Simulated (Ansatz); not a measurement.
Gas-phase electronic energies from Ansatz, PBE0-D4/def2-TZVP geometries. CCSD(T)/CBS is the MP2 limit (def2-TZVPP, def2-QZVPP) plus CCSD(T) − MP2 in def2-TZVPP, frozen cores. DFT in def2-TZVPP. def2 core potentials past Kr. For Te outer-core shells are correlated without core-valence functions, which leaves a few kJ/mol of doubt a bond. One conformer a species, not always the lowest.

Consider the ligand exchange at a B–O bond: `CB(N)O[SiH3]` + H₂Te → `CB(N)[TeH]` + `O[SiH3]`.

`CB(N)O[SiH3]`:

```xyz
13

C    -0.519   -1.267   -0.620
B    -0.077   -0.413    0.629
N    -0.115   -0.926    1.933
O     0.369    0.887    0.486
Si    0.570    1.859   -0.817
H     0.303   -1.358   -1.340
H    -0.846   -2.277   -0.365
H    -1.341   -0.779   -1.154
H     0.166   -0.381    2.730
H    -0.421   -1.856    2.148
H    -0.720    2.079   -1.525
H     1.088    3.159   -0.326
H     1.543    1.273   -1.778
```

H₂Te:

```xyz
3

Te   -0.184   -0.685   -0.318
H    -1.023    0.695    0.046
H     1.208   -0.010    0.273
```

`CB(N)[TeH]`:

Cartesian coordinates in Å:
```
C 0.819 0.974 0.715
B -0.066 -0.142 0.056
N -0.471 -0.079 -1.273
Te -0.656 -1.835 1.307
H 1.757 0.563 1.098
H 1.069 1.775 0.013
H 0.310 1.429 1.570
H -1.037 -0.773 -1.729
H -0.212 0.691 -1.869
H -1.513 -2.603 0.112
```

`O[SiH3]`:

Z-matrix (Å, degrees):
```
Si
O 1 1.648
H 1 1.489 2 111.7
H 1 1.489 2 111.7 3 120.9
H 1 1.481 2 105.9 3 -119.6
H 2 0.957 1 117.9 3 -60.5
```

```tsv
level	ΔE (kcal/mol)
r2SCAN	17.2
PBE0	16.0
```

Problem. What does CCSD(T)/CBS give? (Estimate.)

Solution. Computed: +15.6 kcal/mol. The listed levels differ from it by 1.6, 0.4 kcal/mol.

Largest T1 diagnostic among the species: 0.011.

In def2-TZVPP, CCSD(T) changes the Hartree–Fock value by −4.7 kcal/mol (the triples alone add −0.9 kcal/mol) and MP2 by −7.1 kcal/mol. From PBE to PBE0 (25 % exact exchange), in def2-TZVPP and without D4, ΔE moves by +1.0 kcal/mol.
